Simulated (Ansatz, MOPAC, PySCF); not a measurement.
GeH4 (SMILES [GeH4]) and Si2H6 (SMILES [SiH3][SiH3]) are pulled apart as rigid monomers along the line of their centres of mass, from the B3LYP-D3(BJ)/def2-TZVP minimum. Starting geometry (charge 0, multiplicity 1):
```xyz
13

Ge     0.01233     0.13777     0.04475
H     -1.31819     0.71740    -0.45656
H      0.68985     1.14779     0.98216
H      0.93404    -0.14895    -1.15011
H     -0.25300    -1.16595     0.81129
Si     1.16315    -0.03481     4.12383
Si    -1.17686    -0.13775     4.00678
H      1.62113     1.37322     4.04178
H      1.78410    -0.80306     3.01929
H      1.62257    -0.60785     5.41317
H     -1.76690     0.47809     5.22075
H     -1.62824    -1.54783     3.92323
H     -1.68388     0.59194     2.82013
```

Interaction energies with rigid monomers; basis-set methods are counterpoise corrected unless marked otherwise.

Rows in 3-21G carry no dispersion term and start afresh at each structure; the Pople sets are all-electron and without relativity. The state that PM6 reach isn't checked.

The values were computed with Ansatz (Gaussian orbitals); MOPAC for PM6 (differences of heats of formation); PySCF for 3-21G rows, the dispersion terms. Values without a source in brackets are computed.

```
Ge1···Si7 (Å)  PM6 (kJ/mol)  HF/3-21G (no counterpoise) (kJ/mol)  HF/def2-SVPD (kJ/mol)  B3LYP-D4/def2-TZVPPD (kJ/mol)  wB97X-V/def2-TZVPPD (kJ/mol)
-------------  ------------  -----------------------------------  ---------------------  -----------------------------  ----------------------------
3.75             (withheld)                                  9.7                   19.5                           -2.2                          -2.4
4.15                  573.5                                 -1.5                    6.2                           -7.2                    (withheld)
4.75                  236.3                                 -2.8                    0.9                           -5.3                          -4.8
5.76                   14.4                                 -0.6                    0.0                           -1.6                          -1.5
7.39                    0.0                                  0.0                    0.0                           -0.4                          -0.3
```

Question: Some entries are withheld; supply them.

Answer: 
- 4.15, wB97X-V/def2-TZVPPD (kJ/mol): -6.6
- 3.75, PM6 (kJ/mol): 868.1

Ansatz is a program for electronic structure.
